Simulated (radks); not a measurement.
Values are calculated unless marked as measured or tabulated.
Spherical quantum dot in the effective-mass picture: electrons in a parabolic well V = omega^2 r^2 / 2 with omega = 0.393, all in effective atomic units (hartree* = m*/eps^2 hartree, bohr* = eps/m* bohr), one dielectric constant everywhere. Level of theory: non-relativistic Kohn-Sham, LDA (Slater exchange, Perdew-Wang correlation), spin-polarised, spherical densities (a radial shooting solver with Libxc functionals). Levels are named by radial order and angular momentum (1s, 1p, 1d, 2s, ...), and open shells are averaged over m.

N = 24, configuration 1s2 1p6 1d10 2s2 1f(up 4, down 0). This is the lowest configuration that the search found. Occupied and some empty levels:

| level | occupation | eigenvalue (hartree*) | <r> (bohr*) |
|---|---|---|---|
| 1s up | 1 | 6.3169 | 3.313 |
| 1s down | 1 | 6.3310 | 3.234 |
| 1p up | 3 | 6.4348 | 3.957 |
| 1p down | 3 | 6.4547 | 3.917 |
| 1d up | 5 | 6.5809 | 4.392 |
| 1d down | 5 | 6.6037 | 4.376 |
| 2s up | 1 | 6.6452 | 3.572 |
| 2s down | 1 | 6.6585 | 3.614 |
| 1f up | 4 | 6.7512 | 4.730 |
| 1f down | 0 | 6.7753 | 4.729 |
| 2p up | 0 | 6.8463 | 4.029 |
| 2p down | 0 | 6.8597 | 4.044 |
| 1g up | 0 | 6.9427 | 5.015 |
| 1g down | 0 | 6.9669 | 5.022 |
| 2d up | 0 | 7.0599 | 4.439 |
| 2d down | 0 | 7.0744 | 4.442 |

Energy (hartree*): total 97.5617, kinetic 6.9683, external 35.031, Hartree 61.917, exchange-correlation -6.3539.
